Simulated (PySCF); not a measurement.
Cl₂La, doublet, geometry from GFN2-xTB (such geometries of metal compounds can be far from the true shape) (the multiplicity is a formal guess) (core potentials on La). Base run: R2SCAN/def2-SVP (PySCF).

PySCF was given this input:
```python
from pyscf import gto, scf, dft

mol = gto.Mole()
mol.atom = '''
    La    0.364856   -0.024101    0.430976
    Cl    0.882485    0.353027   -1.969961
    Cl   -2.105827   -0.272216    0.524924
'''
mol.basis = 'def2-svp'
mol.ecp = {'La': 'def2-svp'}
mol.charge = 0
mol.spin = 1
mol.verbose = 4
mol.build()

mf = dft.UKS(mol)
mf.xc = 'r2scan'
mf.kernel()
```

Each row names what was changed in the base input (with any setting that the change needs).

| change | ΔE vs base (µEh) | SCF cycles | <S^2> | outcome |
|---|---|---|---|---|
| base | 0.0 | 12 | 0.752 | converged |
| init_guess = huckel | 0.0 | 12 | 0.752 | converged |
| diis = off; damp = 0.6 (with mf.diis_start_cycle = 200; with mf.max_cycle = 150) | 0.0 | 27 | 0.752 | converged |
| diis = off; damp = 0.3 (with mf.diis_start_cycle = 200; with mf.max_cycle = 150) | - | 150 | - | not converged |
| DIIS = ADIIS | 0.0 | 19 | 0.752 | converged |
| init_guess = sap | 0.0 | 15 | 0.752 | converged |
| level_shift = 0.3 (with mf.max_cycle = 100) | 0.0 | 48 | 0.752 | converged |
| conv_tol = 1e-4 | 2.7 | 7 | 0.752 | converged |
| init_guess = atom | 0.0 | 11 | 0.752 | converged |
| damp = 0.5; diis_start_cycle = 5 | 0.0 | 13 | 0.752 | converged |
| diis_space = 4 | 0.0 | 15 | 0.752 | converged |
| diis = off (with mf.max_cycle = 100) | - | 100 | - | not converged |
| conv_tol_grad = 1e-7 | 0.0 | 17 | 0.752 | converged |

Open shells are given as the SCF converged; they aren't shown to be the lowest states, and a large step between rows can be another state.
